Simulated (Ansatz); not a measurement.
Born–Oppenheimer molecular dynamics of H$_{9}$NOSi$_{2}$ (13 atoms, charge 0, multiplicity 1). It starts from a rough guess of a transition structure, not a stationary point.

Computed with UKS PBE0-D4/6-31G (Ansatz).

- ensemble: NVE (velocity Verlet)
- time step: 0.5 fs
- steps asked: 150
- starting velocities drawn for: 300 K
- seed: 483353

First frame:

```xyz
13
Properties=species:S:1:pos:R:3
Si -0.006 -0.892 -0.340
O -1.692 -0.022 0.482
H -0.948 -1.704 -1.110
H 1.256 -1.116 -1.081
N 0.525 -1.348 1.231
H -0.941 0.983 0.236
Si 0.489 1.618 -0.790
H -2.257 -0.266 1.224
H -0.133 -1.486 1.978
H 1.299 -1.984 1.315
H 1.871 1.719 -0.314
H 0.566 1.512 -2.250
H -0.030 2.986 -0.582
```

(1) How far do the bonds stretch over the last three quarters of this one trajectory? (Pairs bonded in most of those frames.)

## Answers

(1) 
```json
{"bond": "Si1–H3", "mean (Å)": "1.523", "spread (Å)": "0.036", "shortest": "1.46", "longest": "1.58"}
{"bond": "Si1–H4", "mean (Å)": "1.525", "spread (Å)": "0.047", "shortest": "1.45", "longest": "1.60"}
{"bond": "Si1–N5", "mean (Å)": "1.794", "spread (Å)": "0.021", "shortest": "1.76", "longest": "1.83"}
{"bond": "Si1–Si7", "mean (Å)": "2.366", "spread (Å)": "0.089", "shortest": "2.28", "longest": "2.57"}
{"bond": "O2–H6", "mean (Å)": "1.013", "spread (Å)": "0.103", "shortest": "0.84", "longest": "1.17"}
{"bond": "O2–H8", "mean (Å)": "1.001", "spread (Å)": "0.067", "shortest": "0.88", "longest": "1.15"}
{"bond": "N5–H9", "mean (Å)": "1.018", "spread (Å)": "0.033", "shortest": "0.96", "longest": "1.07"}
{"bond": "N5–H10", "mean (Å)": "1.015", "spread (Å)": "0.027", "shortest": "0.96", "longest": "1.06"}
{"bond": "Si7–H11", "mean (Å)": "1.513", "spread (Å)": "0.028", "shortest": "1.46", "longest": "1.56"}
{"bond": "Si7–H12", "mean (Å)": "1.531", "spread (Å)": "0.047", "shortest": "1.45", "longest": "1.60"}
{"bond": "Si7–H13", "mean (Å)": "1.516", "spread (Å)": "0.032", "shortest": "1.46", "longest": "1.58"}
```

Mean temperature of the second half: 1240 K. The conserved energy stayed within 1 meV per atom of its start (net change 0.13 meV per atom), so the integration is sound. The system heated up, since it started high on the potential surface and ran downhill. A run of 0.075 ps of so small a system gives no equilibrium averages. The orbitals stay closed-shell, which can raise the energy where a bond breaks towards radicals; this wasn't checked here. Limits of this set-up: no polarisation functions.

The run took 12 min on 1 thread of Arm Neoverse V2, with other jobs on the host, peak memory 0.2 GiB.
